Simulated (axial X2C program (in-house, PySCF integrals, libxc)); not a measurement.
# Spin–orbit effects along a row: molecules with Si, HF

All values come from calculations with an in-house relativistic program for diatomic molecules, spin-free (one-electron X2C) or two-component (2c: spin–orbit coupling with atomic mean-field Coulomb and Gaunt terms, which also bring small scalar terms), in Dyall basis sets with cores contracted in-house; open shells are unrestricted.

Basis sets: I dyall-cv3z, In dyall-cv3z, Rb dyall-cv3z, Si dyall-v3z, Sr dyall-cv3z, Te dyall-cv3z, Y dyall-cv3z, Zr dyall-v3z.

```csv
molecule,spin-free state,Re (Å),ωe (cm⁻¹),De (eV),2c state,Re 2c (Å),ωe 2c (cm⁻¹),De 2c (eV)
RbSi,"M_S = 3/2, Λ = 0",3.276,167.8,1.14,Ω = 3/2,3.276,167.8,1.14
SrSi,"M_S = 2, Λ = 0",3.029,220.8,n/a,Ω = 2,3.029,220.7,n/a
YSi,"M_S = 3/2, Λ = 0",2.784,274.7,1.83,Ω = 3/2,2.786,273.2,n/a
ZrSi,"M_S = 2, Λ = 2",2.551,342.8,n/a,Ω = 4,2.550,342.8,n/a
InSi,"M_S = 3/2, Λ = 0",2.694,239.4,1.45,Ω = 3/2,2.694,239.1,n/a
SiTe,"M_S = 0, Λ = 0",2.257,524.7,2.35,Ω = 0,2.260,519.6,n/a
SiI,"M_S = 1/2, Λ = 1",2.483,347.8,1.87,Ω = 1/2,2.483,348.1,1.62
```

**Question.** Work out the shifts from the spin-free to the two-component result.

**Answer.** 

```
molecule  2c state  ΔRe (Å)  Δωe (cm⁻¹)  ΔDe (eV)
    RbSi   Ω = 3/2    0.000         0.0      0.00
    SrSi     Ω = 2    0.000        -0.1       n/a
     YSi   Ω = 3/2    0.002        -1.5       n/a
    ZrSi     Ω = 4   -0.001         0.0       n/a
    InSi   Ω = 3/2    0.000        -0.3       n/a
    SiTe     Ω = 0    0.003        -5.1       n/a
     SiI   Ω = 1/2    0.000         0.3     -0.25
```

Shifts of one unit in the last digit are rounding.

Each entry is the lowest single determinant of a limited PBE0 search at one distance. De goes to single-determinant-based atoms at the same level (for ions the charge split of lowest energy) and is withheld (n/a) where an atom does not fit its ground term or J level. Main or longest-lived isotopes. One determinant is a doubtful description, or other states lie close, for RbSi, SrSi, YSi, ZrSi, InSi; these need not be ground states, and all values refer to the states named. Some open-shell Ω = 0 determinants are out of reach, so the Ω given for SrSi, ZrSi need not be the lowest component. With several unpaired electrons the Ω given is that of one determinant, not necessarily of the lowest component. Some light 2c atoms are not at their ground J level, so De misses part of their lowering (0.04 eV or less).
